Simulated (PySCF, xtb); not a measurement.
C3HF4, SMILES F/C=[C]/C(F)(F)F, multiplicity 2.

Harmonic wavenumbers (cm⁻¹) from GFN2-xTB in xtb at its own minimum, in rising order: 50, 108, 134, 349, 367, 397, 497, 540, 615, 703, 832, 962, 1058, 1059, 1172, 1218, 1794, 2816.

Task: What does B3LYP-D3(BJ)/def2-SVP in PySCF 2.14.0 give at its own minimum? (The exact figures need the calculation; the answer reports its results.)

Result: 86, 135, 144, 376, 400, 430, 565, 597, 697, 851, 892, 1144, 1171, 1208, 1263, 1344, 1796, 3131. Paired by order, the mean absolute difference is 87 cm⁻¹ and the zero-point energies are 21.0 and 23.2 kcal/mol.
